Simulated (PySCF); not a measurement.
This PySCF input asks for the NMR shieldings of `N[SiH2]NC/C=C/C(F)(F)F`, C₄H₉F₃N₂Si; the geometry comes from GFN2-xTB.

```python
import basis_set_exchange as bse
import numpy as np
from pyscf import gto, dft
from pyscf.prop import nmr

atoms = """
N     3.104575   -0.404080    0.209685
Si    1.933187   -0.354403   -1.053568
N     0.952747    1.001277   -0.633174
C     0.299208    1.118637    0.638444
C    -1.055276    0.488261    0.741644
C    -1.650500   -0.178493   -0.234734
C    -3.006514   -0.785051   -0.106433
F    -3.021144   -2.076180   -0.485293
F    -3.499959   -0.748286    1.139837
F    -3.915230   -0.164179   -0.888144
H     3.608137    0.443900    0.419467
H     3.734250   -1.188735    0.242454
H     2.377913   -0.028808   -2.412892
H     1.307681   -1.679910   -0.996723
H     0.427540    1.449747   -1.367363
H     0.191850    2.179403    0.908955
H     0.945023    0.655092    1.389641
H    -1.550043    0.616341    1.695259
H    -1.193248   -0.335282   -1.199360
"""
names = dict.fromkeys(["N", "Si", "C", "F", "H"], "pcSseg-1")
basis = {el: gto.basis.parse(bse.get_basis(n, elements=[el], fmt="nwchem")) for el, n in names.items()}
mol = gto.M(atom=atoms, basis=basis, charge=0, verbose=0)
mf = dft.RKS(mol, xc="PBE0")
mf.grids.level = 2
mf.grids.alignment = dft.numint.BLKSIZE   # the property module wants whole blocks of grid points
mf.conv_tol = 1e-9
mf.kernel()

calc = nmr.RKS(mf)   # GIAO
C = mf.mo_coeff
Co = C[:, mf.mo_occ > 0]
resp = mf.gen_response(singlet=True, hermi=2)
def vind(x):   # induced exchange potential for any number of trial vectors
    d = np.einsum("pi,xij,qj->xpq", C, 2 * x.reshape(-1, C.shape[1], Co.shape[1]), Co, optimize=True)
    return np.einsum("xpq,pi,qj->xij", resp(d - d.transpose(0, 2, 1)), C, Co, optimize=True).ravel()
mo1, _ = nmr.rhf.solve_mo1(calc, with_cphf=vind)
sigma = calc.kernel(mo1)
for i, s in enumerate(sigma):   # ppm
    print("%2d %-2s %9.2f" % (i, mol.atom_pure_symbol(i), np.trace(s) / 3))
```

**Question.** Give the expected output.

**Answer.** 
```
 0 N     252.48
 1 Si    386.93
 2 N     235.26
 3 C     141.98
 4 C      34.87
 5 C      63.21
 6 C      53.61
 7 F     248.04
 8 F     266.16
 9 F     241.87
10 H      31.51
11 H      31.60
12 H      26.61
13 H      26.57
14 H      31.36
15 H      28.00
16 H      27.29
17 H      24.89
18 H      25.83
```

These numbers come from an equivalent density-fitted implementation of the same equations, which agrees with the script to about 0.01 ppm for H and up to a few tenths of a ppm for heavy atoms, so last digits may differ.

**Question.** Turn these shieldings into chemical shifts. Scale: NH3 for ¹⁵N (267.73 ppm); ²⁹Si (349.16 ppm) and ¹³C (186.93 ppm) and ¹H (31.72 ppm) against TMS; ¹⁹F (170.95 ppm) vs CFCl3 (reference shieldings calculated alike).

**Answer.** Averaging equivalent atoms: N 2: 32.5; N 0: 15.2; Si 1: -37.8; C 4: 152.1; C 6: 133.3; C 5: 123.7; C 3: 44.9; F 7/8/9: -81.1; H 17: 6.83; H 18: 5.89; H 12/13: 5.13; H 15/16: 4.07; H 14: 0.36; H 10/11: 0.16 ppm. Unscaled 19F shifts against computed CFCl3 carry errors that often reach 10 to 50 ppm. Experimental scales use liquid or dissolved standards, which lie at an offset from isolated NH3 (liquid NH3: subtract about 20 ppm).

Size and cost of the density-fitted run: 222 basis functions, 100 s wall time on 1 thread of an Arm Neoverse N1, shared host; peak memory 1.1 GiB.
